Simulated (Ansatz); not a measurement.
Reactions of C$_{2}$H$_{6}$BBrSi (`C[Si]1(Br)BC1`).

Gas-phase electronic energies from Ansatz, PBE0-D4/def2-TZVP geometries. CBS: MP2 limit from def2 TZ/QZ plus the TZ coupled-cluster correction, frozen cores. This one scheme is used for every species, atoms too. DFT in def2-TZVPP. No spin–orbit coupling; open shells (•) take unrestricted orbitals. Spin–orbit coupling would lower the free atoms: a little for B, C, Si; clearly for Br. Bonds to Br are less sure, by a few kJ/mol each and by 10 to 20 or more in all where they break to atoms, as the def2 sets lack core-valence functions. Scalar relativity is left out up to krypton. One conformer a species, not always the lowest.

```json
{"reaction": "`C[Si]1(Br)BC1` + H–F → `F[Si]1(Br)BC1` + CH₄", "HF/CBS(def2) (eV)": "-1.45", "ωB97M-V (eV)": "-1.27", "CCSD(T)/CBS(def2) (eV)": "-1.20"}
{"reaction": "`C[Si]1(Br)BC1` → B• + Br• + 2 C• + 6 H• + Si•", "HF/CBS(def2) (eV)": "30.85", "ωB97M-V (eV)": "41.28", "CCSD(T)/CBS(def2) (eV)": "41.10"}
{"reaction": "`C[Si]1(Br)BC1` + `[AlH3]` → `C[Si]1([AlH2])BC1` + HBr", "HF/CBS(def2) (eV)": "0.97", "ωB97M-V (eV)": "0.72", "CCSD(T)/CBS(def2) (eV)": "0.71"}
{"reaction": "`C[Si]1(Br)BC1` + H₂ → `Br[SiH]1BC1` + CH₄", "HF/CBS(def2) (eV)": "-0.46", "ωB97M-V (eV)": "-0.20", "CCSD(T)/CBS(def2) (eV)": "-0.20"}
{"reaction": "`C[Si]1(Br)BC1` + `N[Si](O)(O)O` → `CO[Si](N)(O)O` + `Br[SiH]1BC1`", "HF/CBS(def2) (eV)": "0.90", "ωB97M-V (eV)": "1.08", "CCSD(T)/CBS(def2) (eV)": "1.10"}
{"reaction": "`C[Si]1(Br)BC1` + `C=COCO` → `C=COCOC` + `Br[SiH]1BC1`", "HF/CBS(def2) (eV)": "0.73", "ωB97M-V (eV)": "0.90", "CCSD(T)/CBS(def2) (eV)": "0.91"}
{"reaction": "`C[Si]1(Br)BC1` → `Br[SiH]1BC1` + `[CH2]` (triplet)", "HF/CBS(def2) (eV)": "3.42", "ωB97M-V (eV)": "5.05", "CCSD(T)/CBS(def2) (eV)": "5.02"}
```

Largest T1 diagnostic: 0.015, for `C[Si]1([AlH2])BC1`.
